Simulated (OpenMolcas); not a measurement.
## 4f6 along the 60-electron sequence

| Property | Result |
| --- | --- |
| Program | OpenMolcas 26.06 |
| Method | SS-RASPT2, IPEA 0.25 Eh, imaginary shift 0.1 Eh |
| Basis | ANO-RCC-VTZP |
| Scalar Hamiltonian | DKH2, point nucleus |
| Spin-orbit coupling | RASSI with atomic mean-field integrals over the reference wave functions, term energies averaged over their components |

Active space for each ion: 6 electrons in 14 orbitals (RAS2 4f; RAS3 5f, at most 2 electrons); closed shells correlated by CASPT2: 5s 5p.

Computed levels in cm-1 above 7F0:

```tsv
Level	Sm2+	Eu3+	Gd4+
7F1	315	401	496
7F2	903	1147	1426
7F3	1689	2140	2690
7F4	2580	3260	4190
7F5	3500	4400	5830
7F6	4370	5450	7600
5D0	16790	20450	23380
5D1	17510	21340	24440
weight of 7F in the lowest level (%)	95	95	94
```

Measured, with the error of the calculation in %. Measured levels: Sm2+ from Martin, Zalubas and Hagan, Atomic Energy Levels: The Rare-Earth Elements, NSRDS-NBS 60 (1978).

| Level | Sm2+ |
| --- | --- |
| 7F1 | 293 (+7.4) |
| 7F2 | 814 (+11.0) |
| 7F3 | 1493 (+13.1) |
| 7F4 | 2278 (+13.4) |
| 7F5 | 3132 (+11.8) |
| 7F6 | 4027 (+8.5) |

The fine-structure level 7F6 changes by a factor of 1.74 from Sm2+ to Gd4+. Its fourth root runs 8.13, 8.59, 9.34, with steps per unit of Z of 0.46, 0.74; equal steps would mean a (Z - σ)^4 law with constant σ.

5D0 changes by a factor of 1.39 over the same range, with steps per unit of Z of +3660, +2930 cm-1.

CASPT2 breaks the degeneracy within a term, and the mean is taken; among the terms shown or strongly mixed into the levels shown the widest spread is 74 cm-1 (4f6 5D, Sm2+). Each CASPT2 term energy is a mean over a sample of three components. High states are left out of the spin-orbit mixing, which shifts the levels that they would mix with. Terms from blocks run as CI alone lack orbitals of their own. Active for correlation alone: 5f; no level in the range computed is led by a configuration that fills it, so any true level of that kind is missing. Measured partners are found by configuration, term and J. A level has none where our copy of the source lacks it or the pairing is in doubt (some pairs that miss far off the trend of their configuration count as doubtful), and it then counts in no deviation. Levels of configurations outside the active space are missing.
